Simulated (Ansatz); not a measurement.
H2BrIn (SMILES [Br][InH2]), singlet, at a GFN2-xTB geometry (such geometries of metal compounds can be far from the true shape) (core potentials on In), with bond 3-1 at 2.4 times its length; Ansatz (an electronic-structure program) with SC-NEVPT2/def2-SVP, CASSCF(4,5).

The Ansatz input:
Ansatz 0.2 input:
```yaml
crystal:
  periodic: [false, false, false]
  atoms:
    - {symbol: In, position_ang: [-0.51284494, -0.81904443, 0.16059093]}
    - {symbol: H, position_ang: [0.03682229, -1.92658753, 1.34168865]}
    - {symbol: H, position_ang: [-3.92244852, -1.49944001, -2.01946052]}
    - {symbol: Br, position_ang: [0.77217408, 1.23320877, -0.24179658]}
basis:
  gaussian:
    orbitals: def2-SVP
magnetization: {spin_polarized: false}
correlation: {method: sc_nevpt2, electrons: all, active_space: {window: {electrons: 4, orbitals: 5}}}
```

Q: What does Ansatz print? Leave out banner, timings and long lists.

A: 
```
Functional definition: HF
744 factors; integrals over basis functions are off by at most 4.1e-4 eV
mean field evaluation 1: about -75163.4877 eV, gradient 1.8e1 eV
mean field evaluation 2: about -75163.5306 eV, gradient 1.8e1 eV
mean field evaluation 4: about -75166.3480 eV, gradient 3.1e0 eV
mean field evaluation 8: about -75166.4260 eV, gradient 3.6e-1 eV
mean field evaluation 16: about -75162.8673 eV, gradient 1.2e1 eV
mean field evaluation 32: about -75164.5869 eV, gradient 2.6e-6 eV
mean field -75166.42728080 eV, -2762.3152529350 hartree, gradient 3.2e-6 eV, S^2 0.000000; 2 other end points of the search recorded, 0 dependent functions left out; unrestricted orbitals would lower it
reference -75166.42728080 eV, -2762.3152529350 hartree; 29, 29 occupied and 39, 39 virtual orbitals, 744 factors
state -75169.85533074 eV, -2762.4412314467 hartree
state -75169.85533074 eV, -2762.4412314467 hartree; corrected -75178.87011493 eV, -2762.7725186554 hartree
Total energy: -75178.87011493 eV, -2762.7725186554 hartree
```
